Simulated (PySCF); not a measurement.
## Si²⁺: excitation energy

Si²⁺ [Ne] 3s2 (1S) → Si²⁺ [Ne] 3s1 4s1 (3S), as a difference of total energies. All numbers are calculated (PySCF 2.14, the spin-free X2C one-electron Hamiltonian (Gaussian nucleus), in dyall-av3z). Correlated levels: valence: [Ne] frozen; virtual orbitals above 40 to 60 times the deepest correlated orbital energy dropped. The calculations carry no spin-orbit coupling.

```csv
method,excitation energy (eV)
UHF,17.840
MP2 (valence),18.598
SCS-MP2 (valence),18.856
CCSD (valence),18.843
```

Task: How much does correlation contribute at MP2 (valence)?

Result: 18.598 − (17.840) = 0.758 eV, measured against UHF.

The promoted electron is Rydberg-like, and one or two diffuse shells describe it only roughly, which tends to raise the upper state.

With two correlated electrons CCSD is exact in that space.
